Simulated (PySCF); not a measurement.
Two-component Hartree-Fock for Re²⁺ (rhenium, charge +2)

Start: [Xe] 4f14 5d5; 5d3/2 filled at m_j = -3/2, -1/2, +1/2, +3/2; 5d5/2 filled at m_j = +5/2. Calculated with PySCF 2.14 in x2c-TZVPall-2c (11s11p10d2f, 108 functions): generalised Hartree-Fock with the X2C-1e Hamiltonian and a Gaussian nucleus; one run each with spin-orbit coupling (SO) switched off, then screened by Boettger's factors.

```tsv
spinor shell	electrons	ε, spin-free (eV)	ε, screened SO (eV)	weight of nominal j (screened SO)	rms radius, screened SO (bohr)
1s1/2	2	-72084.8	-72061.7	1.000	0.0204
2s1/2	2	-12655.5	-12648.2	1.000	0.0824
2p1/2	2	-11051.3	-12081.5	1.000	0.0700
2p3/2	4	-11051.3	-10636.2	1.000	0.0775
3s1/2	2	-3006.0	-3003.5	1.000	0.210
3p1/2	2	-2524.9	-2751.1	1.000	0.202
3p3/2	4	-2524.9	-2432.0	1.000	0.217
3d3/2	4	-1973.0	-2013.0	1.000	0.192
3d5/2	6	-1973.0	-1944.2	1.000	0.196
4s1/2	2	-673.38	-672.59	1.000	0.469
4p1/2	2	-512.83	-566.10	1.000	0.476
4p3/2	4	-512.83	-490.75	1.000	0.509
4d3/2	4	-307.20	-315.49	0.999	0.531
4d5/2	6	-307.20	-301.03	0.999	0.543
5s1/2	2	-116.93	-116.77	1.000	1.12
5p1/2	2	-73.769	-83.518	0.917	1.24
4f5/2	6	-76.595	-77.741	0.981	0.637
4f7/2	8	-76.595	-75.108	0.986	0.638
5d3/2	4	-28.292	-28.387	0.602	1.88
5d5/2	1	-28.292	-27.744	1.000	1.92
```

(1) Where does 5p3/2 lie, and what is the 5p spin-orbit splitting (screened SO)?

```tsv
quantity	spin-free	screened SO
E (hartree)	-16679.13512	-16699.91349
M_J	5/2	5/2
⟨J²⟩	8.755	8.757
⟨L²⟩	0.000	0.242
⟨S²⟩	8.755	8.636
```

Each row is a mean over spinors that exchange with the open shell spreads, by up to 8.534 eV (5p3/2).

Rows whose weight is well below 1 are mixtures of j = l ± 1/2: exchange outweighs spin-orbit coupling there, and the label is only the starting occupation.

Breit and QED terms are absent; they matter most for the inner s and p1/2 levels.

Densities and radii are taken from the X2C orbitals without a picture-change correction, which distorts them close to the nucleus.

Without spin-orbit coupling the j labels of p, d and f shells carry no meaning; the spin-free column gives the mean over the occupied spinors of each nl shell.

Results:

(1) At -69.580 eV, 13.938 eV above 5p1/2.
